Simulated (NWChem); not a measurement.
System: HfSClF; SMILES [Cl][Hf]([F])=[S]

Output (shortened):

```
             Northwest Computational Chemistry Package (NWChem) 7.3.0
             --------------------------------------------------------

 C1  symmetry detected

                             Geometry "geometry" -> ""
                             -------------------------

 Output coordinates in angstroms (scale by  1.889725989 to convert to a.u.)

  No.       Tag          Charge          X              Y              Z
 ---- ---------------- ---------- -------------- -------------- --------------
    1 Hf                  72.0000    -0.20523800    -0.06748029     0.19308820
    2 S                   16.0000     1.27565145    -1.64517547    -0.25908147
    3 F                    9.0000    -1.87388291    -0.46532272    -0.64308878
    4 Cl                  17.0000     0.66068582     2.08054666    -0.23348517

 Effective nuclear repulsion energy (a.u.)     813.5204101905

 Summary of "ao basis" -> "ao basis" (spherical)
 ------------------------------------------------------------------------------
       Tag                 Description            Shells   Functions and Types
 ---------------- ------------------------------  ------  ---------------------
 Hf                         def2-svp                12       32   6s3p2d1f
 S                          def2-svp                 8       18   4s3p1d
 F                          def2-svp                 6       14   3s2p1d
 Cl                         def2-svp                 8       18   4s3p1d

            General Information
            -------------------
          SCF calculation type: DFT
          Wavefunction type:  closed shell.
          No. of atoms     :     4
          No. of electrons :    54
           Alpha electrons :    27
            Beta electrons :    27
          Charge           :     0
          Spin multiplicity:     1
          Use of symmetry is: off; symmetry adaption is: off
          Maximum number of iterations: 150
          AO basis - number of functions:    82
                     number of shells:    34
          Convergence on energy requested:  1.00D-06
          Convergence on density requested:  1.00D-05
          Convergence on gradient requested:  5.00D-04

              XC Information
              --------------
                        RevPBE Exchange Functional  1.000
            Perdew 1991 LDA Correlation Functional  1.000 local
           PerdewBurkeErnz. Correlation Functional  1.000 non-local

             Grid Information
             ----------------
          Grid used for XC integration:  medium
          Radial quadrature: Mura-Knowles
          Angular quadrature: Lebedev.
          Tag              B.-S. Rad. Rad. Pts. Rad. Cut. Ang. Pts.
          ---              ---------- --------- --------- ---------
          Hf                  1.55      123           9.0       590
          S                   1.00       88          10.0       590
          F                   0.50       49          10.0       434
          Cl                  1.00       88          10.0       590
          Grid pruning is: on
          Number of quadrature shells:   348
          Spatial weights used:  Erf1

      Superposition of Atomic Density Guess
      -------------------------------------

 Sum of atomic energies:       -1007.90158931

      Non-variational initial energy
      ------------------------------

 Total energy =   -1003.323090
 1-e energy   =   -1809.773170
 2-e energy   =     601.680382
 HOMO         =      -0.343871
 LUMO         =      -0.077328

     ---------------------------------------------
      Total Density - Mulliken Population Analysis
     ---------------------------------------------

    Atom       Charge   Shell Charges
 -----------   ------   -------------------------------------------------------
    1 Hf  12     9.60   0.03 -0.29  1.74  0.53  0.35  0.06  5.47  0.60  0.12  0.70  0.21  0.09
    2 S   16    17.15   2.00  1.99  1.24  0.68  5.94  2.04  3.24  0.02
    3 F    9     9.69   1.99  1.16  0.79  3.59  2.16  0.00
    4 Cl  17    17.56   2.00  1.99  1.23  0.72  5.94  2.22  3.45  0.01

   convergence    iter        energy       DeltaE   RMS-Dens  Diis-err
 ---------------- ----- ----------------- --------- --------- ---------
 d= 0,ls=0.0,diis     1  -1005.6170435915 -1.21D+03  7.32D-02  1.89D+00
 d= 0,ls=0.0,diis     2   -996.4701830588  9.15D+00  5.83D-02  6.51D+01
 d= 0,ls=0.0,diis     3  -1005.6155221197 -9.15D+00  1.74D-02  2.23D+00
 d= 0,ls=0.0,diis     4  -1005.8750714582 -2.60D-01  8.96D-03  7.00D-01
 d= 0,ls=0.0,diis     5  -1005.9189878481 -4.39D-02  4.87D-03  1.88D-01
  Resetting Diis
 d= 0,ls=0.0,diis     6  -1005.9452271094 -2.62D-02  2.09D-03  3.42D-02
 d= 0,ls=0.0,diis     7  -1005.9506399619 -5.41D-03  1.93D-03  1.55D-03
 d= 0,ls=0.0,diis     8  -1005.9473612896  3.28D-03  1.56D-03  1.93D-02
 d= 0,ls=0.0,diis     9  -1005.9508953890 -3.53D-03  1.52D-04  2.04D-04
 d= 0,ls=0.0,diis    10  -1005.9509208933 -2.55D-05  3.76D-05  3.01D-05
 d= 0,ls=0.0,diis    11  -1005.9509237542 -2.86D-06  1.13D-05  1.01D-06
 d= 0,ls=0.0,diis    12  -1005.9509238504 -9.62D-08  4.81D-06  1.91D-07

         Total DFT energy =    -1005.950923850382
      One electron energy =    -1813.043422628756
           Coulomb energy =      672.580927955874
    Exchange-Corr. energy =      -70.258127092414
 Nuclear repulsion energy =      204.769697914914

 Numeric. integr. density =       53.999997594808

                       DFT Final Molecular Orbital Analysis
                       ------------------------------------

 Vector   25  Occ=2.000000D+00  E=-2.549666D-01
              MO Center=  9.7D-01, -1.3D+00, -1.6D-01, r^2= 2.7D+00
   Bfn.  Coefficient  Atom+Function         Bfn.  Coefficient  Atom+Function
  ----- ------------  ---------------      ----- ------------  ---------------
    44      0.367238  2 S  py                41      0.305528  2 S  py
    43     -0.293843  2 S  px                 5      0.289090  1 Hf s
    16     -0.277502  1 Hf d -2              40     -0.246519  2 S  px
     3     -0.236769  1 Hf s                 38      0.177204  2 S  py
    19      0.172995  1 Hf d  1              17      0.171820  1 Hf d -1

 Vector   26  Occ=2.000000D+00  E=-2.380865D-01
              MO Center=  9.4D-01, -1.2D+00, -1.6D-01, r^2= 2.5D+00
   Bfn.  Coefficient  Atom+Function         Bfn.  Coefficient  Atom+Function
  ----- ------------  ---------------      ----- ------------  ---------------
    45      0.493850  2 S  pz                42      0.376116  2 S  pz
    39      0.216870  2 S  pz                17     -0.187883  1 Hf d -1
    19     -0.185526  1 Hf d  1              18     -0.148564  1 Hf d  0
    75      0.134918  4 Cl px                16     -0.131266  1 Hf d -2
    43     -0.109890  2 S  px                72      0.088633  4 Cl px

 Vector   27  Occ=2.000000D+00  E=-2.236683D-01
              MO Center=  9.9D-01, -1.3D+00, -2.0D-01, r^2= 2.5D+00
   Bfn.  Coefficient  Atom+Function         Bfn.  Coefficient  Atom+Function
  ----- ------------  ---------------      ----- ------------  ---------------
    43      0.399133  2 S  px                44      0.343211  2 S  py
    40      0.298577  2 S  px                41      0.253858  2 S  py
    20      0.238697  1 Hf d  2              37      0.171707  2 S  px
    75     -0.152712  4 Cl px                38      0.146093  2 S  py
    45      0.115726  2 S  pz                55      0.097213  3 F  py

 Vector   28  Occ=0.000000D+00  E=-1.543376D-01
              MO Center= -2.9D-01, -1.4D-01,  8.3D-01, r^2= 3.1D+00
   Bfn.  Coefficient  Atom+Function         Bfn.  Coefficient  Atom+Function
  ----- ------------  ---------------      ----- ------------  ---------------
    18      0.601162  1 Hf d  0               5      0.430370  1 Hf s
     6      0.379367  1 Hf s                  3     -0.276694  1 Hf s
    15      0.220888  1 Hf pz                 2      0.164006  1 Hf s
    23      0.141021  1 Hf d  0               4     -0.138622  1 Hf s
    17     -0.136965  1 Hf d -1              19      0.134454  1 Hf d  1

 Vector   29  Occ=0.000000D+00  E=-9.851720D-02
              MO Center= -8.7D-02,  9.1D-02,  4.0D-01, r^2= 2.9D+00
   Bfn.  Coefficient  Atom+Function         Bfn.  Coefficient  Atom+Function
  ----- ------------  ---------------      ----- ------------  ---------------
    17      0.709762  1 Hf d -1              19     -0.357839  1 Hf d  1
    77     -0.223755  4 Cl pz                22      0.194001  1 Hf d -1
    76     -0.188362  4 Cl py                18      0.185999  1 Hf d  0
    14      0.140577  1 Hf py                43      0.137286  2 S  px
    74     -0.137648  4 Cl pz                20     -0.130765  1 Hf d  2

 Vector   30  Occ=0.000000D+00  E=-8.560721D-02
              MO Center= -1.8D-01, -2.6D-01,  2.4D-01, r^2= 3.2D+00
   Bfn.  Coefficient  Atom+Function         Bfn.  Coefficient  Atom+Function
  ----- ------------  ---------------      ----- ------------  ---------------
    19      0.616777  1 Hf d  1              17      0.383273  1 Hf d -1
    45      0.294495  2 S  pz                44     -0.244395  2 S  py
    20      0.238293  1 Hf d  2              18     -0.233979  1 Hf d  0
    24      0.181474  1 Hf d  1              16      0.174305  1 Hf d -2
    42      0.159431  2 S  pz                13     -0.155289  1 Hf px

     ---------------------------------------------
      Total Density - Mulliken Population Analysis
     ---------------------------------------------

    Atom       Charge   Shell Charges
 -----------   ------   -------------------------------------------------------
    1 Hf  12    11.21   0.03 -0.31  1.83  0.46  0.43 -0.02  5.53  0.57  0.21  1.94  0.42  0.12
    2 S   16    16.28   2.00  1.98  1.26  0.68  5.92  1.78  2.62  0.02
    3 F    9     9.28   1.99  1.13  0.81  3.32  2.02  0.00
    4 Cl  17    17.23   2.00  1.98  1.27  0.70  5.93  2.15  3.20  0.01

[...]
```

Level: revPBE/def2-SVP with def2 effective core potentials on Hf. The geometry was optimised at PBE0/def2-SVP. def2 effective core potentials on Hf; no spin-orbit coupling.

### Question
Which NWChem input produces such a log?

### Answer
One answer among several that fit: the input that was run:
```
start job
memory heap 200 mb stack 900 mb global 1100 mb
geometry units angstroms noautoz
  Hf    -0.369169     0.010910     0.445839
  S      0.684435    -1.843259    -0.136045
  F     -2.175280    -0.032174    -0.168940
  Cl     0.862406     1.928751    -0.146544
end
basis spherical
  * library def2-svp
end
ecp
  Hf library def2-ecp
end
dft
  xc revpbe cpbe96
  iterations 150
  mulliken
end
task dft energy
```
